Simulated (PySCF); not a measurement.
# Pr(NH2)3: from a saddle point downhill

PySCF 2.14.0, RKS B3LYP, Pr lcecp-1-SVP with ECP48, N def2-SVP, H def2-SVP; non-relativistic Hamiltonian with scalar-relativistic core potentials where named; density fitting; no spin-orbit coupling. Relaxed within the symmetry of its start, the geometry (D3h) is

```xyz
10

Pr    0.0000    0.0000    0.0000
N     2.3116    0.0000    0.0000
H     2.9433    0.0000    0.8060
H     2.9433    0.0000   -0.8060
N    -1.1558    2.0019    0.0000
H    -1.4716    2.5490    0.8060
H    -1.4716    2.5490   -0.8060
N    -1.1558   -2.0019    0.0000
H    -1.4717   -2.5490    0.8060
H    -1.4717   -2.5490   -0.8060
```

and its lowest harmonic modes are -478, -478, -438, -120, 105, 105 cm⁻¹ (negative: unstable). It was moved along the lowest mode and relaxed again.

Question: Where does it end, and how much lower?

Answer: In nearly C3v, 0.970 eV lower, after 47 steps:
```xyz
10

Pr   -0.0065    0.0286    0.2883
N     2.2574    0.0108    0.0185
H     2.8718   -0.8084    0.0008
H     2.8713    0.8056   -0.1815
N    -1.1385    1.9547   -0.1631
H    -2.1467    2.0969   -0.2681
H    -0.7199    2.8682   -0.3604
N    -1.1287   -1.9563    0.2562
H    -0.7216   -2.8957    0.2365
H    -2.1387   -2.1044    0.1729
```

Question: How do the contacts change?

Answer: 
```json
{"contact": "Pr1–N2 (NH2)", "saddle (Å)": "2.312", "end (Å)": "2.280"}
{"contact": "Pr1–N5 (NH2)", "saddle (Å)": "2.312", "end (Å)": "2.279"}
{"contact": "Pr1–N8 (NH2)", "saddle (Å)": "2.312", "end (Å)": "2.280"}
```


No frequency check is given for the end, and other unstable modes may remain.

An lcecp potential fixes the number of 4f electrons, so in runs with it no electron can move into or out of that shell.

State: singlet in the valence, with the 4f electrons in the core potential.
